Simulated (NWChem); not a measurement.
System: CH$_{6}$GaNO; SMILES [OH][Ga]([CH3])[NH2]

```xyz
10

Ga     0.0010     0.0031     0.0005
C      0.1402    -1.9496    -0.0003
H     -0.2944    -2.3673    -0.9214
H     -0.4052    -2.3800     0.8533
H      1.1903    -2.2699     0.0620
O     -1.5551     0.8970    -0.0004
H     -2.3392     0.3415     0.0004
N      1.3960     1.1514    -0.0006
H      1.2741     2.1562    -0.0009
H      2.3710     0.8846     0.0019
```
Atoms are numbered in this order, from 1.

All runs: NWChem. Pople sets run with spherical d functions. All runs use the structure optimised with PBE0/def2-SVP. Level B3LYP/6-31G*: energy and gradient on several grids; changes count from the extra-fine grid, which is no exact limit either.

```json
[
 {"grid": "xcoarse", "size of the energy change (μHa)": "600", "largest change of a gradient component (μHa/bohr)": "5000"},
 {"grid": "coarse", "size of the energy change (μHa)": "50", "largest change of a gradient component (μHa/bohr)": "300"},
 {"grid": "medium", "size of the energy change (μHa)": "< 10", "largest change of a gradient component (μHa/bohr)": "100"},
 {"grid": "fine", "size of the energy change (μHa)": "< 10", "largest change of a gradient component (μHa/bohr)": "< 30"},
 {"grid": "xfine", "size of the energy change (μHa)": "< 10", "largest change of a gradient component (μHa/bohr)": "< 30"}
]
```
